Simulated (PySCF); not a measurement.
Working out the ionisation energy of Sr²⁺

Sr²⁺ [Kr] (1S) → Sr³⁺ [Ar] 3d10 4s2 4p5 (2P). Calculation: PySCF 2.14, in Sapporo-DKH3-DZP-2012; the spin-free X2C one-electron Hamiltonian (Gaussian nucleus). Frozen: [Ar] 3d10 4s2. Energies in hartree (1 hartree = 27.21139 eV):

```tsv
part	Sr²⁺ (lower)	Sr³⁺ (upper)
UHF	-3176.600202	-3175.053242
CCSD correlation	-0.123273	-0.086596
(T)	-0.000132	-0.000063
```

Problem. What does Hartree-Fock give?

Solution. (-3175.053242) − (-3176.600202) = 1.546960 hartree = 42.095 eV.

Problem. What do CCSD and CCSD(T) give?

Solution. The CCSD correlation energies differ by 0.036677 hartree = 0.998 eV and the triples by 0.000069 hartree = 0.002 eV, so CCSD gives 43.093 eV and CCSD(T) 43.095 eV.

Reference: 42.884 eV (measured; NIST Atomic Spectra Database, ionization energies), between the lowest levels; spin-orbit coupling is absent from the calculation.

A double-zeta basis recovers only part of the correlation energy.

What remains against the reference includes basis incompleteness, the frozen core and higher excitations.
